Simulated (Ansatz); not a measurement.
System: C₂H₄B, charge 0, doublet. C2H4B (SMILES BC=[CH], doublet).
B3LYP-D3(BJ)/def2-TZVP minimum from Ansatz (an electronic-structure program):
```xyz
7

B     -0.1327     0.0920     1.2482
H     -0.4202     1.2409     1.3737
H     -0.0491    -0.6094     2.2089
C      0.1292    -0.4780    -0.1606
C      0.0290     0.3220    -1.2018
H      0.3940    -1.5240    -0.3099
H     -0.2106     1.3688    -1.3395
```
Charge 0, spin multiplicity 2.

Total energies in cc-pVDZ, 15 correlated electrons, 3 frozen orbitals. UHF or UKS for unpaired electrons; spin-orbit terms are left out. Cores are frozen in correlated methods. No relativity. The UHF reference of C2H4B (BC=[CH], doublet) is spin-contaminated (<S^2> up to 0.20 over the pure value in the sets run).

```tsv
method	program	energy (Eh)	minus CCSDT(Q) (mEh)
HF	Ansatz	-102.65827	369.43
MP2	Ansatz	-102.96375	63.95
CCSD	Ansatz	-103.01295	14.75
CCSD(T)	Ansatz	-103.02512	2.59
CCSDT(Q)	Ansatz	-103.02770	0.00
```

Rough core times of Ansatz's runs on a shared machine: CCSD(T) under 20 s, CCSDT(Q) 7 min.
